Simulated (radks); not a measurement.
The numbers below are computed, except where a source is named.
Tl I, 81 electrons, occupied as [Xe] 4f14 5d9 6s2 6p2 (not the ground configuration).

Level of theory: scalar-relativistic Kohn-Sham, LDA (Slater exchange, Perdew-Wang correlation), spin-polarised, spherical densities, point nucleus; open shells are filled with parallel spins first (spin-orbit coupling, left out, can overturn this in heavy ions) (a radial shooting solver on a logarithmic mesh with Libxc functionals).

Energy parts (Ry):
part                        energy
total                  -40468.9219
kinetic                 45586.1402
electron-nucleus      -100929.7098
Hartree                 15608.8654
exchange-correlation     -734.2178

Orbitals (lengths in bohr, moments of r in powers of bohr; r(max) is where P^2 peaks):
orbital  occ.  eigenvalue (Ry)      <r^2>   r(max)
1s up       1        -6289.755  0.0003690  0.01003
1s down     1        -6289.753  0.0003690  0.01003
2s up       1        -1120.319   0.005608  0.05816
2s down     1        -1120.312   0.005608  0.05816
2p up       3        -963.8553   0.004757  0.04834
2p down     3        -963.8487   0.004757  0.04834
3s up       1        -267.6975    0.03611   0.1640
3s down     1        -267.6930    0.03611   0.1640
3p up       3        -222.6802    0.03731   0.1639
3p down     3        -222.6754    0.03731   0.1639
3d up       5        -176.0074    0.03089   0.1334
3d down     5        -176.0013    0.03089   0.1334
4s up       1        -60.01277     0.1733   0.3690
4s down     1        -60.00434     0.1733   0.3690
4p up       3        -45.25472     0.1985   0.3891
4p down     3        -45.24612     0.1984   0.3891
4d up       5        -27.96664     0.2236   0.3955
4d down     5        -27.95665     0.2235   0.3955
5s up       1        -10.05843     0.8572   0.8065
5s down     1        -10.01504     0.8558   0.8061
4f up       7         -8.82079     0.2628   0.3574
4f down     7         -8.80829     0.2624   0.3573
5p up       3         -5.99819      1.134   0.9023
5p down     3         -5.94800      1.132   0.9017
5d up       5         -1.48256      2.139    1.106
5d down     4         -1.42142      2.121    1.105
6s up       1         -0.90631      6.315    2.013
6s down     1         -0.82481      6.306    2.003
6p up       2         -0.29812      12.96    2.691
6p down     0         -0.21956      14.24    2.699

The highest occupied level is 6p up at -4.056 eV. Spin moment in Bohr magnetons: 3. Summed over all electrons, <r^2> = 74.32 bohr^2, which gives a Langevin (diamagnetic) susceptibility term of -58.9 x 10^-6 cm^3/mol.
